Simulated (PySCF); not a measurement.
A calculated (PBE, PySCF 2.14, x2c-TZVPPall, the spin-free X2C one-electron Hamiltonian (Gaussian nucleus)) atom or ion has these occupied shells.

| shell | electrons | orbital energy (eV) | rms radius, mean of both spins (bohr) |
| --- | --- | --- | --- |
| 1s α | 1 | -41724.2 | 0.0275 |
| 1s β | 1 | -41724.2 | 0.0275 |
| 2s α | 1 | -6717.6 | 0.112 |
| 2s β | 1 | -6717.6 | 0.112 |
| 2p α | 3 | -6019.3 | 0.0997 |
| 2p β | 3 | -6019.3 | 0.0997 |
| 3s α | 1 | -1453.8 | 0.291 |
| 3s β | 1 | -1453.1 | 0.291 |
| 3p α | 3 | -1231.9 | 0.291 |
| 3p β | 3 | -1231.2 | 0.291 |
| 3d α | 5 | -916.36 | 0.269 |
| 3d β | 5 | -915.82 | 0.269 |
| 4s α | 1 | -293.95 | 0.662 |
| 4s β | 1 | -291.94 | 0.662 |
| 4p α | 3 | -221.30 | 0.703 |
| 4p β | 3 | -219.26 | 0.703 |
| 4d α | 5 | -116.49 | 0.785 |
| 4d β | 5 | -114.42 | 0.785 |
| 5s α | 1 | -45.161 | 1.60 |
| 5s β | 1 | -43.732 | 1.60 |
| 5p α | 3 | -27.637 | 1.88 |
| 5p β | 3 | -26.445 | 1.88 |
| 6s α | 1 | -8.389 | 4.31 |
| 4f α | 3 | -7.952 | 1.31 |

**Question.** Name the element and its charge.

**Answer.** Pr⁺ (praseodymium, charge +1), in [Xe] 4f3 6s1, one real determinant.
